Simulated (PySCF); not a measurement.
A GIAO shielding run with PySCF (density fitting, non-relativistic, gas phase) on SMILES C#C[Si@@H](OC=O)SC, C$_{4}$H$_{6}$O$_{2}$SSi:

```
$ OMP_NUM_THREADS=1 python probes_run.py task.json out

{"job": {"kind": "nmr", "xc": "PBE0", "basis": "pcSseg-1"}, "charge": 0, "multiplicity": 1}
C     -0.711676     2.487600     0.184010
C     -0.544675     1.308847     0.357270
Si    -0.227423    -0.500890     0.563730
O     -1.433204    -1.395171    -0.149714
C     -2.659732    -1.390127     0.306548
O     -3.040669    -0.779929     1.257746
S      1.447160    -1.092821    -0.609603
C      2.674897     0.027679     0.131706
H     -0.876149     3.517127     0.040649
H     -0.074333    -0.861030     1.966274
H     -3.307320    -2.036617    -0.309819
H      2.342243     1.054023     0.019527
H      2.803621    -0.214253     1.181118
H      3.606581    -0.124911    -0.401558
```

Hardware: 1 thread of an Arm Neoverse N1, shared host. The job also computes population analyses, field gradients.

Question: How large is the calculation?

Answer: 76 electrons, 180 basis functions and 980 auxiliary functions.

Question: How long does it take, and how much memory does it need?

Answer: 44 s of wall time, with 15 SCF cycles and 5 response iterations; peak memory 0.81 GiB. Times on a shared host scatter by some tens of per cent.
